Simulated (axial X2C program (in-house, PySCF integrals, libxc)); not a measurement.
## Spin–orbit effects down a group: molecules with Sn, HF

All values come from calculations with an in-house all-electron X2C program for linear molecules (integrals from PySCF), spin-free (one-electron X2C) or two-component (2c: spin–orbit coupling with atomic mean-field Coulomb and Gaunt terms, which also bring small scalar terms), in Dyall basis sets with cores contracted in-house; open shells are unrestricted.

Basis sets: Br dyall-cv3z, Cl dyall-av3z, F dyall-av3z, I dyall-cv3z, Sn dyall-cv3z.

| molecule | spin-free state | Re (Å) | ωe (cm⁻¹) | De (eV) | 2c state | Re 2c (Å) | ωe 2c (cm⁻¹) | De 2c (eV) |
| --- | --- | --- | --- | --- | --- | --- | --- | --- |
| SnF | M_S = 1/2, Λ = 1 | 1.929 | 606.2 | 3.00 | Ω = 1/2 | 1.931 | 602.4 | n/a |
| SnCl | M_S = 1/2, Λ = 1 | 2.389 | 343.3 | 2.56 | Ω = 1/2 | 2.393 | 340.7 | n/a |
| SnBr | M_S = 1/2, Λ = 1 | 2.540 | 238.9 | 2.22 | Ω = 1/2 | 2.543 | 237.2 | n/a |
| SnI | M_S = 1/2, Λ = 1 | 2.758 | 188.9 | 1.79 | Ω = 1/2 | 2.761 | 187.4 | n/a |

Work out the shifts from the spin-free to the two-component result.



```csv
molecule,2c state,ΔRe (Å),Δωe (cm⁻¹),ΔDe (eV)
SnF,Ω = 1/2,0.002,-3.8,n/a
SnCl,Ω = 1/2,0.004,-2.6,n/a
SnBr,Ω = 1/2,0.003,-1.7,n/a
SnI,Ω = 1/2,0.003,-1.5,n/a
```

Shifts of one unit in the last digit are rounding.

Each entry is the lowest single determinant of a limited PBE0 search at one distance. De goes to single-determinant-based atoms at the same level (for ions the charge split of lowest energy) and is withheld (n/a) where an atom does not fit its ground term or J level. Main or longest-lived isotopes.
